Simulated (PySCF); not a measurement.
## Spin states of SrCa⁺

Unrestricted PBE0; PySCF, scalar-relativistic core potentials, basis sets Sr def2-SVP with ECP28, Ca def2-SVP. Outer shells of the fragments: Sr+ 5s1; Ca 4s2.

Followed along the bond (rough minima from three points):

```csv
2Ms+1,unpaired,⟨S²⟩ at the start,R at minimum (Å),Te (eV)
2,σ ↑,0.78,4.06,0.00
2,π ↑,0.77,3.42,0.68
2,δ ↑,0.76,3.71,1.55
4,"σ ↑↑, π ↑",3.75,3.83,1.60
4,"σ ↑, π ↑↑",3.75,none in the scan,≤ 1.74
```

Solutions found at the starting distance of 3.400 Å, counted from the lowest of them; the search is not exhaustive and high or unbound solutions are not listed, so other states can lie among these:

```csv
2Ms+1,unpaired,term,E (eV),⟨S²⟩,⟨Lz²⟩,μ (D)
2,σ ↑,²Σ⁺,0.00,0.78,0.00,1.83
2,π ↑,²Π,0.31,0.77,1.03,1.68
2,δ ↑,²Δ,1.26,0.76,4.00,2.33
4,"σ ↑↑, π ↑",⁴Π,1.36,3.75,1.00,1.77
4,"σ ↑, π ↑↑",⁴Σ⁻,1.46,3.75,0.00,2.26
4,σ ↑↑↑,⁴Σ⁺,1.79,3.75,0.00,2.37
2,"σ ↑↑, π ↓",mixed,1.94,1.75,1.04,1.88
2,"σ ↑, π ↑↓",mixed,2.08,1.75,2.03,2.21
2,σ ↑,mixed,2.54,0.77,2.00,2.33
4,"σ ↑, π ↑, δ ↑",mixed,2.57,3.75,5.00,2.33
```

A term symbol is given only where ⟨S²⟩ and ⟨Lz²⟩ are close to those of a pure state; real π, δ and φ orbitals otherwise mix terms. A positive dipole points towards Ca; it is taken about the centre of mass and depends on that origin.

**Question.** Compare the gap between the two lowest followed solutions at the starting distance with the gap between their minima.

**Answer.** At PBE0 the second solution (doublet, unpaired electrons π ↑) lies +0.31 eV from the first (doublet, unpaired electrons σ ↑) at 3.400 Å and +0.68 eV at the minima; the two curves relax by different amounts, since their minima lie near 3.42 and 4.06 Å.

Spin–orbit coupling is left out.
